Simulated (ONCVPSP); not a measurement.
# BLYP ONCV dataset for Ta, scalar-relativistic all-electron reference.

* Element: tantalum (Ta)
* Generator: ONCVPSP 4.0.1
* Type: optimised norm-conserving Vanderbilt (ONCV)
* Functional: BLYP
* Relativity: scalar-relativistic
* Frozen core: [Kr] 4d10 4f14
* Valence charge: 13
* Reference configuration: 5s2 5p6 5d3 6s2
* Partial waves: 5s+6s: rc 1.55 bohr, ncon 4, nbas 8, qcut 8.2 1/bohr, 2 projectors; 5p: rc 1.95 bohr, ncon 5, nbas 8, qcut 8.9 1/bohr, 2 projectors, debl 1.7 Ha; 5d: rc 2.25 bohr, ncon 3, nbas 7, qcut 6.9 1/bohr, 3 projectors, debl 2.4 Ha
* Local potential: polynomial inside 1.20 bohr (lpopt 5, dvloc0 0 Ha)
* Core correction: polynomial model core, fcfact 0.5

- Cutoffs needed: 24 Ha and 29 Ha (the cutoffs (Ha) at which the residual kinetic energy of the hardest occupied pseudo-wave falls to 1 and 0.1 mHa per electron)
- Ghost test: no bound ghost flagged; GHOST(+) flagged for s at 164.0 eV
- Largest excitation error: -41 meV (all-electron minus pseudo) for 5s2 5p6 5d2 6s0, out of 4 test configurations
- rms error of d²Exc/dni dnj: 6.67 mHa without and 0.17 mHa with the model core
